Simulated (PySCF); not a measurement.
# Electronic structure of Cr+ (chromium, charge +1) at the UHF level

Configuration: [Ar] 3d5, high-spin 6S determinant. Computed with PySCF 2.14 in jorge-DZP-DKH (8s6p2d1f, 43 functions), with the spin-free X2C one-electron Hamiltonian (Gaussian nucleus).

| Item | Value |
| --- | --- |
| Total energy | -1049.392057 hartree |
| One-electron energy | -1441.3375 hartree |
| Hartree (Coulomb) energy | 440.0338 hartree |
| Exchange energy | -48.0884 hartree |
| ⟨S²⟩ | 8.7501 |
| ⟨L²⟩ | 0.000 |
| Sum of ⟨r⟩ | 16.58 bohr |
| Sum of ⟨r²⟩ | 20.92 bohr² |
| Langevin diamagnetic susceptibility | -16.6 ×10⁻⁶ cm³/mol |
| Time after the integrals | 0.08 s of wall time on 1 thread of Neoverse-V2 (shared host) |

| shell | electrons | mean orbital energy (hartree) | rms radius, mean of both spins (bohr) |
| --- | --- | --- | --- |
| 1s β | 1 | -222.30142 | 0.0734 |
| 1s α | 1 | -222.29787 | 0.0734 |
| 2s α | 1 | -26.86418 | 0.316 |
| 2s β | 1 | -26.76762 | 0.316 |
| 2p α | 3 | -22.51015 | 0.287 |
| 2p β | 3 | -22.41522 | 0.287 |
| 3s α | 1 | -3.78135 | 0.974 |
| 3s β | 1 | -3.43506 | 0.974 |
| 3p α | 3 | -2.54876 | 1.06 |
| 3p β | 3 | -2.12247 | 1.06 |
| 3d α | 5 | -0.64191 | 1.52 |

Densities and radii are taken from the X2C orbitals without a picture-change correction, which distorts them close to the nucleus.
